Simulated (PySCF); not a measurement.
C4H4Cl2, SMILES CC(Cl)=C=CCl.

Coordinates come from a B3LYP-D3(BJ)/def2-SVP optimisation.

Method: PySCF 2.14.0 with TDDFT-PBE/def2-SVPD.

Vertical excitations. The molecule is in vacuum.

Question: List the lowest excited states. (Estimate from the structure and the level; the computed values follow.)

Answer: 
```tsv
state	energy (eV)	λ (nm)	f	main pairs
S1	4.63	268	0.000	HOMO→LUMO 86 %
S2	4.76	260	0.000	HOMO−1→LUMO+1 83 %
S3	5.12	242	0.000	HOMO−1→LUMO 47 %, HOMO→LUMO+1 45 %
S4	5.71	217	0.002	HOMO−2→LUMO 89 %
S5	5.78	215	0.006	HOMO−2→LUMO+1 68 %, HOMO−3→LUMO+1 26 %
S6	5.88	211	0.058	HOMO−3→LUMO 78 %
S7	5.89	210	0.008	HOMO−3→LUMO+1 71 %, HOMO−2→LUMO+1 26 %
S8	5.93	209	0.612	HOMO→LUMO+1 33 %, HOMO−1→LUMO 32 %, HOMO−3→LUMO 8 %, HOMO−4→LUMO+1 6 %
S9	6.42	193	0.027	HOMO→LUMO+2 94 %
S10	6.46	192	0.006	HOMO−1→LUMO+2 98 %
T1	3.88	320	0	HOMO→LUMO+1 52 %, HOMO−1→LUMO 43 %
T2	3.99	311	0	HOMO−1→LUMO 49 %, HOMO→LUMO+1 40 %
T3	4.24	292	0	HOMO→LUMO 85 %
T4	4.39	282	0	HOMO−1→LUMO+1 89 %
```
Triplets are in the Tamm–Dancoff approximation, which puts them higher than full response would, so one can lie above its singlet here.
